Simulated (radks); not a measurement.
Species: P3+. Configuration: [He] 2s2 2p5 3s2 4s1 (not the ground configuration).

All-electron calculation, Dirac Kohn-Sham, exchange-only PBE, spin-unpolarised, spherical densities, finite nucleus; open shells fill j = l - 1/2 first; Fermi nuclear charge, rms radius 3.1889 fm. Program: a radial shooting solver on a logarithmic mesh with Libxc functionals.

Energy parts (hartree):
total: -333.51592
kinetic: 335.26794
electron-nucleus: -770.62275
Hartree: 122.24080
exchange: -20.40190

Orbitals (lengths in bohr, moments of r in powers of bohr; <r^-3> diverges for s and p1/2; r(max) is where P^2 peaks; r(90%) holds 90 % of the orbital's charge):
[
 {"orbital": "1s1/2", "occ.": "2", "eigenvalue (hartree)": "-79.61248", "<r^-3>": "-", "r(max)": "0.06763", "r(90%)": "0.185", "<r^4>": "0.0005377"},
 {"orbital": "2s1/2", "occ.": "2", "eigenvalue (hartree)": "-8.84271", "<r^-3>": "-", "r(max)": "0.4124", "r(90%)": "0.791", "<r^4>": "0.1657"},
 {"orbital": "2p1/2", "occ.": "2", "eigenvalue (hartree)": "-7.11595", "<r^-3>": "-", "r(max)": "0.3440", "r(90%)": "0.768", "<r^4>": "0.1508"},
 {"orbital": "2p3/2", "occ.": "3", "eigenvalue (hartree)": "-7.07928", "<r^-3>": "67.98", "r(max)": "0.3456", "r(90%)": "0.771", "<r^4>": "0.1531"},
 {"orbital": "3s1/2", "occ.": "2", "eigenvalue (hartree)": "-1.99569", "<r^-3>": "-", "r(max)": "1.366", "r(90%)": "2.27", "<r^4>": "11.25"},
 {"orbital": "4s1/2", "occ.": "1", "eigenvalue (hartree)": "-0.76172", "<r^-3>": "-", "r(max)": "3.296", "r(90%)": "4.94", "<r^4>": "257.8"}
]

The highest occupied level is 4s1/2 at -20.727 eV. The electron density at the nucleus is 2413 e/bohr^3. The density falls to 0.001 e/bohr^3 at r = 4.36 bohr. Summed over all electrons, <r^2> = 20.88 bohr^2, which gives a Langevin (diamagnetic) susceptibility term of -16.5 x 10^-6 cm^3/mol.
